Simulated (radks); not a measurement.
Q: All-electron atom: O- in [He] 2s2 2p5. Method: scalar-relativistic Kohn-Sham, LDA (Slater exchange, Perdew-Wang correlation), spin-unpolarised, spherical densities, finite nucleus; Fermi nuclear charge, rms radius 2.6991 fm; Watson sphere of charge +1 and radius 2.96 bohr; computed with a radial shooting solver on a logarithmic mesh with Libxc functionals. Some entries of the table are withheld. Estimate them.

orbital  occ.  eigenvalue (eV)  <r^2> (bohr^2)
1s          2        -505.8625             (1)
2s          2              (2)             (3)
2p          5              (4)           3.014

A: 
(1) 1s <r^2> (bohr^2): 0.05443
(2) 2s eigenvalue (eV): -20.2077
(3) 2s <r^2> (bohr^2): 1.760
(4) 2p eigenvalue (eV): -6.1024
